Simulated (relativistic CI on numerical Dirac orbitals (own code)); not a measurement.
# Pt+ (5d9) in a crystal field

Calculated by Dirac-Coulomb-Breit CI, orbitals from a KLI potential per configuration, model QED (radiative potential, 1s self-energy scaled to tabulated hydrogen-like ionisation energies), valence Slater integrals scaled by 0.8, one configuration in a parametric crystal field (own radial code).

Field parameters in Wybourne normalisation: D3d B²₀ = −7Dσ, B⁴₀ = −14Dq − 21Dτ, B⁴₃ = −14√(10/7) Dq; D4h B²₀ = −7Ds, B⁴₀ = 21(Dq − Dt), B⁴₄ = 21√(5/14) Dq; Oh B⁴₀ = 21Dq, B⁴₄ = √(5/14) B⁴₀. The field is a parameter set, without covalency.

S is read from ⟨S²⟩ = S(S + 1).

Powder χT (cm³ K mol⁻¹) by Van Vleck's formula, with temperature-independent terms:

```csv
Field,2 K,5 K,10 K,20 K,50 K,100 K,200 K,300 K
"D3d, 10Dq = 13000, Dσ = 510, Dτ = 210 cm⁻¹",0.367,0.46,0.585,0.692,0.744,0.755,0.764,0.771
"D3d, 10Dq = 26550, Dσ = 470, Dτ = -360 cm⁻¹",0.266,0.269,0.274,0.283,0.312,0.36,0.449,0.514
"D3d, 10Dq = 28400, Dσ = 220, Dτ = -10 cm⁻¹",0.221,0.236,0.261,0.311,0.437,0.529,0.572,0.583
"D3d, 10Dq = 30350, Dσ = -30, Dτ = 240 cm⁻¹",0.213,0.22,0.233,0.258,0.331,0.432,0.52,0.549
"D4h, 10Dq = 19850, Ds = 70, Dt = 1140 cm⁻¹",0.644,0.644,0.644,0.645,0.647,0.651,0.658,0.665
"Oh, 10Dq = 9350 cm⁻¹",0.843,0.843,0.844,0.845,0.848,0.853,0.864,0.875
"Oh, 10Dq = 27350 cm⁻¹",0.585,0.585,0.585,0.586,0.587,0.589,0.592,0.596
"Oh, 10Dq = 31200 cm⁻¹",0.561,0.561,0.561,0.561,0.562,0.564,0.567,0.571
```

(1) For Oh, 10Dq = 31200 cm⁻¹: what effective moment follows at 300 K?

Answers

(1) μ_eff = √(8χT) = 2.14 μB. The ground level has S = 0.50; the spin-only moment for S = 1/2 is 1.73 μB. The difference comes from the orbital moment, spin-orbit mixing of terms and temperature-independent paramagnetism, all larger in this ionic model than in covalent complexes.
